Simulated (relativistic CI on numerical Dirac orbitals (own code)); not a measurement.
# Lu³⁺: 3d photoemission

Computed with this model: Dirac-Coulomb-Breit CI, separate exchange-only KLI orbitals for each configuration, QED by a radiative potential, valence Slater integrals scaled by 0.8, multiplet model of photoemission in the sudden approximation; configurations [Xe] 4f14 → [Ar] 3d9 4s2 4p6 4d10 4f14 5s2 5p6; 80 K; Lorentzian 1.26 eV and Gaussian 0.7 eV FWHM. Energies are those of the free ion, without screening or charge transfer. The energies are binding energies and can lie tens of eV above those of solids. S is read from ⟨S²⟩ = S(S + 1).

free ion: ground-state S = 0.00, centroid 1646.04 eV. Peaks (eV, height): 1625.6 (100), 1676.6 (67).

Strongest unbroadened transitions for free ion:

```
Energy (eV)  Relative strength
    1625.63              100.0
    1676.65               66.7
```
